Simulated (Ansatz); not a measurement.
Input for Ansatz (a quantum-chemistry and plane-wave program): R-CCSD(T)/aug-cc-pVTZ on arsine (SMILES [AsH3]), atoms moved off the minimum. The run froze 14 orbitals, filled d shells among them.

Ansatz 0.2 input:
```yaml
crystal:
  periodic: [false, false, false]
  atoms:
    - {symbol: As, position_ang: [0.23293422, 0.09612350, 0.09369967]}
    - {symbol: H, position_ang: [-0.68217099, -0.85102357, -0.96309896]}
    - {symbol: H, position_ang: [-0.43107255, 1.27982032, -0.76232366]}
    - {symbol: H, position_ang: [1.18823302, -0.04860408, -0.82805126]}
basis:
  gaussian:
    orbitals: aug-cc-pVTZ
magnetization: {spin_polarized: false}
correlation: {method: ccsd_t, electrons: outside_noble_gas}
scf: {lower_state_search: off}
output: {forces: true}
```

Program output:

```
WARN ansatz: RAYON_NUM_THREADS=1 ignored (pool sized by the plan → 1); use --threads N
Functional definition: HF
these checks for a lower state are left out or cut short: starts, cluster_reference, orbital_swaps, neighbouring_geometries, increment
integrals: 0.22 GiB planned
739 factors; integrals over basis functions are off by at most 7.4e-4 eV
mean field: 0.28 GiB planned
mean field evaluation 1: about -60842.5664 eV, gradient 8.5e0 eV
mean field evaluation 2: about -60842.5824 eV, gradient 8.5e0 eV
mean field evaluation 4: about -60843.0606 eV, gradient 8.4e-1 eV
mean field evaluation 8: about -60843.0654 eV, gradient 9.2e-4 eV
mean field -60843.06543457 eV, -2235.9414138093 hartree, gradient 3.1e-6 eV, S^2 0.000000; 0 other end points of the search recorded, 0 dependent functions left out
14 core orbitals not correlated
reference -60843.06543457 eV, -2235.9414138093 hartree; 4, 4 occupied and 110, 110 virtual orbitals, 739 factors
densities: 0.75 GiB planned
second order -4.44520145 eV of doubles, -0.00000000 eV of singles
coupled cluster: 0.47 GiB planned
cycle   1  -4.96494396 eV  change   -5.2e-1 eV  update   6.0e-2
cycle   2  -5.17335342 eV  change   -2.1e-1 eV  update   2.2e-2
cycle   3  -5.18863856 eV  change   -1.5e-2 eV  update   6.9e-3
cycle   4  -5.18684147 eV  change    1.8e-3 eV  update   2.4e-3
cycle   5  -5.18634108 eV  change    5.0e-4 eV  update   6.8e-4
cycle   6  -5.18628901 eV  change    5.2e-5 eV  update   2.1e-4
cycle   7  -5.18631749 eV  change   -2.8e-5 eV  update   7.5e-5
cycle   8  -5.18632307 eV  change   -5.6e-6 eV  update   2.4e-5
cycle   9  -5.18631799 eV  change    5.1e-6 eV  update   6.9e-6
perturbative correction -0.18159846 eV, -0.0066736203 hartree
the calculation of the forces begins
Total energy: -60848.43335102 eV, -2236.1386811003 hartree
Atom 0 at     0.232934     0.096124     0.093700 Å, force    -5.649025     0.187873     1.204709 eV/Å
Atom 1 at    -0.682171    -0.851024    -0.963099 Å, force     0.858469     0.741213     1.509019 eV/Å
Atom 2 at    -0.431073     1.279820    -0.762324 Å, force     0.613851    -0.540278     0.808528 eV/Å
Atom 3 at     1.188233    -0.048604    -0.828051 Å, force     4.176705    -0.388807    -3.522256 eV/Å
Dipole moment:     0.088249     0.019494    -0.031961 e Å
Checks for a lower state left out: starts, cluster_reference, orbital_swaps, neighbouring_geometries, increment
```

The calculation finished and met its thresholds.

Cost: about 9 core-seconds (a rough figure).
